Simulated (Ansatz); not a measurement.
Geometry optimisation, Ansatz 0.2.0, RKS PBE/def2-SVP.

Input:

```yaml
crystal:
  periodic: [false, false, false]
  atoms:
    - { symbol: B, position_ang: [-0.05772, -0.702444, -0.291286] }
    - { symbol: C, position_ang: [-0.20799, 0.05885, 2.420971] }
    - { symbol: H, position_ang: [-0.575746, 0.05487, 3.467819] }
    - { symbol: H, position_ang: [0.849865, 0.381221, 2.411091] }
    - { symbol: H, position_ang: [-0.810779, 0.76506, 1.823762] }
    - { symbol: H, position_ang: [1.030339, -0.173255, -0.175944] }
    - { symbol: "N", position_ang: [-1.142305, 0.035771, -0.821286] }
    - { symbol: H, position_ang: [-2.082033, -0.336377, -0.956536] }
    - { symbol: H, position_ang: [-1.059068, 1.023124, -1.050611] }
    - { symbol: "N", position_ang: [-0.175718, -2.14373, 0.051994] }
    - { symbol: H, position_ang: [-1.02566, -2.694124, -0.059624] }
    - { symbol: H, position_ang: [0.628555, -2.681924, 0.364721] }
    - { symbol: H, position_ang: [-0.28934, -0.952441, 1.97713] }
basis:
  gaussian: { orbitals: def2-SVP }
hamiltonian:
  xc: pbe
relax:
  f_tol: 0.03
  max_steps: 50
```

Launched with:

```bash
$ ansatz run input.yaml --threads 2 --pin off --max-ram 3072MiB --backend cpu --events-out ev --progress --plain --runs-dir out
```

Q: Where does it end, and by what steps?

A: The run converged. The force dipped under the threshold on the way, but the program's further checks kept it going. After 23 steps the energy has fallen by 0.303 eV; H6 moved furthest, 1.42 Å.

```
step  energy less start (eV)  largest force component (eV/Å)  accepted
   0                  0.0000                           2.026       yes
   1                 -0.1834                           0.780       yes
   2                 -0.2607                           0.316       yes
   3                 -0.2660                           0.373       yes
   4                 -0.2837                           0.040       yes
   5                 -0.2865                           0.034       yes
   6                 -0.2801                           0.385        no
   7                 -0.2889                           0.019       yes
   8                 -0.2910                           0.064       yes
   9                 -0.2914                           0.171       yes
  10                 -0.2949                           0.079       yes
  11                 -0.2956                           0.050       yes
  12                 -0.2979                           0.114       yes
  13                 -0.2953                           0.368        no
  14                 -0.2871                           0.434        no
  15                 -0.2994                           0.009       yes
  16                 -0.3006                           0.055       yes
  17                 -0.2984                           0.240        no
  18                 -0.2991                           0.118        no
  19                 -0.3010                           0.013       yes
  20                 -0.3019                           0.042       yes
  21                 -0.3021                           0.122       yes
  22                 -0.3027                           0.065       yes
  23                 -0.3031                           0.003       yes
```

```xyz
13
Properties=species:S:1:pos:R:3
B -0.014 -0.925 -0.888
C -0.311 0.155 2.878
H -1.042 -0.100 3.669
H 0.572 0.637 3.338
H -0.771 0.849 2.150
H 1.019 -0.690 -1.493
N -1.074 0.016 -0.975
H -1.979 -0.086 -0.515
H -0.993 0.867 -1.526
N -0.093 -2.123 -0.128
H -0.914 -2.422 0.398
H 0.678 -2.785 -0.084
H 0.004 -0.758 2.340
```

Time of the run: 30 s on 2 threads of AMD EPYC 7B13 (Zen 3), on a shared host, peak memory 0.15 GiB.
